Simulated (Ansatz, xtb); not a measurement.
**Ranking isomers of C5H6FPSi**

9 gas-phase structures of C5H6FPSi, from a drawn sample of its isomers (lower ones may exist). Each was relaxed with GFN2-xTB:

A. `FC1=PC=CC=C1[SiH3]`, a singlet
B. `FC1=PC([SiH3])=CC=C1`, a singlet
C. `FC1=C([SiH3])C=PC=C1`, a singlet
D. `FC1=PC=CC([SiH3])=C1`, a singlet
E. `FC1=CC=CP=C1[SiH3]`, a singlet
F. `FC1=CP=C([SiH3])C=C1`, a singlet
G. `FC1=PC=C([SiH3])C=C1`, a singlet
H. `FC1=CC([SiH3])=PC=C1`, a singlet
I. `FC1=C([SiH3])C=CP=C1`, a singlet

Problem. Which do you expect lowest at r2SCAN-D4/def2-SVP, and how would the others follow?

Solution. Calculated order at r2SCAN-D4/def2-SVP: E (0.0), I (6.6), C (10.6), F (11.9), H (15.7), A (21.9), B (28.6), G (33.5), D (34.0) kJ/mol. Less than 1 kcal/mol parts I and C; C and F; F and H; G and D, so the order within those pairs means little.

Energies above the lowest of each column, in kJ/mol; the last columns are at B3LYP/def2-SVP geometries and were run for some of them only (a dash: not run or not comparable):

| structure | GFN2-xTB | HF/STO-3G | r2SCAN-D4/def2-SVP | B3LYP/def2-SVP | CCSD(T)/def2-SVP + ΔMP2/def2-TZVPP |
| --- | --- | --- | --- | --- | --- |
| E | 5.7 | 6.6 | 0.0 | 0.0 | 0.0 |
| I | 0.0 | 0.0 | 6.6 | 5.2 | 5.9 |
| C | 4.0 | 3.2 | 10.6 | 8.9 | 10.8 |
| F | 13.2 | 14.2 | 11.9 | 10.6 | 8.4 |
| H | 16.0 | 15.1 | 15.7 | 14.0 | 13.4 |
| A | 10.1 | 4.1 | 21.9 | 19.9 | 21.1 |
| B | 23.1 | 17.5 | 28.6 | – | – |
| G | 16.8 | 11.7 | 33.5 | – | – |
| D | 16.0 | 9.6 | 34.0 | – | – |

CCSD(T)/def2-SVP + ΔMP2/def2-TZVPP puts E lowest of those it was run on; GFN2-xTB picks I, HF/STO-3G picks I. CCSD(T)/def2-SVP + ΔMP2/def2-TZVPP orders those it was run on as E (0.0), I (5.9), F (8.4), C (10.8), H (13.4), A (21.1) kJ/mol. Less than 1 kcal/mol parts I and F; F and C; C and H, so the order within those pairs means little. F keeps a small imaginary mode. H keeps a small imaginary mode. Frequencies (GFN2-xTB) were run for A, C, E, F, H, I alone. ΔMP2 is the change of the MP2 energy from the smaller to the larger basis.

Over these structures GFN2-xTB departs from r2SCAN-D4/def2-SVP by 6.1 kJ/mol on average once a common shift is removed. A GFN2-xTB relaxation took about 0.29 s and the r2SCAN-D4/def2-SVP energy about 6.9 s on a shared host (Ansatz 0.2.0, xtb 6.7.1).
